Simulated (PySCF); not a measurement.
EPR parameters of C3H4ClOSi

Compound: C3H4ClOSi (doublet state).
Atom-mapped SMILES: `[CH2:1]=[C:2]([Cl:3])[C:4](=[O:5])[SiH2:6]` (hydrogens: H7, H8 on C1; H9, H10 on Si6)

Structure used (GFN2-xTB), in Å, numbered top down from 1:
```
atom  x, y, z in Å
C1    -2.0438   -0.1442   -0.3322
C2    -0.8008    0.2571   -0.0737
Cl3   -0.4804    1.7832    0.6838
C4     0.4059   -0.5100   -0.3849
O5     0.3542   -1.6239   -0.9281
Si6    2.0786    0.1776    0.0340
H7    -2.1863   -1.1008   -0.8034
H8    -2.9113    0.4431   -0.0921
H9     3.1607   -0.7155   -0.3413
H10    2.4320    1.4380    0.6567
```

The hyperfine couplings belong to this conformer and change with its torsions.

Theory: UKS B3LYP, pcH-1 on C Cl H O Si, non-relativistic, mean-field spin-orbit, GIAO (PySCF). Geometry: GFN2-xTB, one conformer, isolated molecule. A GFN2-xTB geometry isn't a minimum of the functional, and hyperfine couplings can be far from their values at a DFT geometry, by a factor of two or more for some ions and for spin on atoms past the first row. No stability test was run, so a lower SCF solution isn't excluded.

```json
{
  "g1, g2, g3": "2.00211, 2.00476, 2.00628",
  "g_iso": "2.00438",
  "Form of g": "rhombic: the two nearest values differ by 36 % of g3 − g1",
  "⟨S²⟩": "0.7599 (exact 0.7500)",
  "α and β electrons": "31, 30",
  "Total energy": "-941.57461 Eh"
}
```

Isotropic coupling and dipolar principal values T1 to T3, in MHz; ρ(0) is the spin density at the nucleus:

```json
{"atom": "C1", "isotope": "13C", "a_iso": "0.1", "of which spin–orbit": "0.0", "T1": "-0.9", "T2": "-0.2", "T3": "1.0", "Mulliken spin population": "0.01", "ρ(0) (bohr⁻³)": "0.0001"}
{"atom": "C2", "isotope": "13C", "a_iso": "-5.9", "of which spin–orbit": "0.0", "T1": "-0.3", "T2": "-0.3", "T3": "0.6", "Mulliken spin population": "-0.01", "ρ(0) (bohr⁻³)": "-0.0053"}
{"atom": "Cl3", "isotope": "35Cl", "a_iso": "1.0", "of which spin–orbit": "0.0", "T1": "-1.9", "T2": "-1.5", "T3": "3.4", "Mulliken spin population": "0.01", "ρ(0) (bohr⁻³)": "0.0022"}
{"atom": "C4", "isotope": "13C", "a_iso": "-29.0", "of which spin–orbit": "0.0", "T1": "-2.4", "T2": "-1.4", "T3": "3.8", "Mulliken spin population": "-0.03", "ρ(0) (bohr⁻³)": "-0.0257"}
{"atom": "O5", "isotope": "17O", "a_iso": "-16.5", "of which spin–orbit": "-0.1", "T1": "-74.4", "T2": "36.1", "T3": "38.3", "Mulliken spin population": "0.22", "ρ(0) (bohr⁻³)": "0.0270"}
{"atom": "Si6", "isotope": "29Si", "a_iso": "-122.2", "of which spin–orbit": "1.1", "T1": "-165.0", "T2": "82.2", "T3": "82.8", "Mulliken spin population": "0.87", "ρ(0) (bohr⁻³)": "0.1388"}
{"atom": "H7", "isotope": "1H", "a_iso": "-0.6", "of which spin–orbit": "0.0", "T1": "-1.2", "T2": "-0.9", "T3": "2.1", "Mulliken spin population": "0.00", "ρ(0) (bohr⁻³)": "-0.0001"}
{"atom": "H8", "isotope": "1H", "a_iso": "-1.0", "of which spin–orbit": "0.0", "T1": "-0.8", "T2": "-0.5", "T3": "1.3", "Mulliken spin population": "0.00", "ρ(0) (bohr⁻³)": "-0.0002"}
{"atom": "H9", "isotope": "1H", "a_iso": "-40.4", "of which spin–orbit": "0.0", "T1": "-9.9", "T2": "2.9", "T3": "7.0", "Mulliken spin population": "-0.04", "ρ(0) (bohr⁻³)": "-0.0090"}
{"atom": "H10", "isotope": "1H", "a_iso": "-40.8", "of which spin–orbit": "0.0", "T1": "-10.7", "T2": "3.1", "T3": "7.6", "Mulliken spin population": "-0.04", "ρ(0) (bohr⁻³)": "-0.0091"}
```

Largest spin populations (Mulliken): Si6 (+0.87) and O5 (+0.22). The angles at Si6 add up to 360.0°, so it is planar; its axial dipolar tensor and the negative couplings of its protons fit spin in a p orbital normal to that plane.

Axes: g1 is normal to the molecular plane and g3 points within 2° of the C4–Si6 bond.

Under fast tumbling the dipolar parts average out, and these isotropic splittings remain: 2 × 1H (H9/H10, I = 1/2, 3 lines) with 1.45 mT, 1 × 1H (H8, I = 1/2, 2 lines) with 0.04 mT and 1 × 35Cl (Cl3, I = 3/2, 4 lines) with 0.04 mT.

Means are taken over nuclei equivalent by connectivity, which assumes that they swap fast.

Main isotope only: 35Cl (natural samples also hold 24 % 37Cl, magnetic too, which adds its own pattern).

The 17O coupling of O5 (-16.5 MHz) shows only in satellite lines or after enrichment, since that isotope makes up about 0.038 % of natural oxygen.

The 29Si coupling of Si6 (-122.2 MHz) shows only in satellite lines or after enrichment, since that isotope makes up about 4.7 % of natural silicon.

The spin density at the nucleus, in bohr⁻³, is negative for C4 (-0.0257), H9/H10 (-0.0091) and C2 (-0.0053), for instance. A restricted open-shell determinant has no negative spin density anywhere; here it arises because α and β orbitals differ (spin polarisation).
